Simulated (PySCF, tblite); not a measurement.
Compound: C₉H₁₂P (charge -1).
Atom-mapped SMILES: `[CH2:1]=[CH:2][c:3]1[p-:4][c:5]([CH3:6])[c:7]([CH3:8])[c:9]1[CH3:10]` (hydrogens: H11, H12 on C1; H13 on C2; H14, H15, H16 on C6; H17, H18, H19 on C8; H20, H21, H22 on C10)

Computed geometry: GFN2-xTB, gas phase.

Question: What internal coordinates does the optimisation give?

Answer: 
```tsv
bond	length (Å)
C1=C2	1.336
C2–C3	1.431
C3–P4	1.772
P4–C5	1.746
C5–C6	1.501
C5–C7	1.393
C7–C8	1.503
C7–C9	1.400
C9–C10	1.503
C3–C9	1.403
C1–H11	1.081
C1–H12	1.078
C2–H13	1.089
C6–H14, C6–H15, C6–H16	1.093
C8–H17, C8–H18, C8–H19	1.092
C10–H20, C10–H21, C10–H22	1.092
```

Bonds in one row agree within 0.01 Å and their mean is given. A selection of angles:
```tsv
angle	degrees
C2–C1–H11	122.4
C2–C1–H12	120.5
H11–C1–H12	117.1
C1–C2–C3	126.4
C1–C2–H13	117.7
C3–C2–H13	115.9
C2–C3–P4	123.7
C2–C3–C9	124.9
P4–C3–C9	111.4
C3–P4–C5	90.1
P4–C5–C6	122.8
P4–C5–C7	112.7
C6–C5–C7	124.5
C5–C6–H14	109.8
C5–C6–H15	111.3
H14–C6–H15	108.3
C5–C7–C8	123.6
C5–C7–C9	112.9
C8–C7–C9	123.5
C7–C8–H17	111.0
H17–C8–H18	108.1
C7–C9–C10	122.5
C3–C9–C7	113.0
C3–C9–C10	124.6
C9–C10–H20	111.2
H20–C10–H21	107.8
```

Torsions: C1–C2–C3–P4 -3° (synperiplanar). The mirror-image conformer, all signs reversed, is as good.

C3 (substituted aromatic carbon) is planar (angles 124.9°, 123.7° and 111.4°, sum 360.0°, 0.01 Å off the plane of its three neighbours). The 8 C–C bonds span 1.336 Å (C1=C2, drawn double) to 1.503 Å (C9–C10, drawn single), a spread of 0.167 Å. C2 (alkene CH carbon) is planar (angles 126.4°, 117.7° and 115.9°, sum 360.0°, 0.00 Å off the plane of its three neighbours). The C–P distances run from 1.746 Å (P4–C5, aromatic) to 1.772 Å (C3–P4, aromatic), a spread of 0.026 Å. C9 (substituted aromatic carbon) is planar (angles 124.6°, 122.5° and 113.0°, sum 360.0°, 0.00 Å off the plane of its three neighbours). The 5-membered ring C3–P4–C5–C7–C9 has internal angles of 90.1° to 113.0°; it is planar, 0.00 Å rms from its mean plane, widest ring torsion 1°. C1 (terminal =CH2 carbon) is planar (angles 122.4°, 120.5° and 117.1°, sum 360.0°, 0.00 Å off the plane of its three neighbours).

GFN2-xTB frequencies show an imaginary mode (52i cm⁻¹), so the point is no minimum at that level.
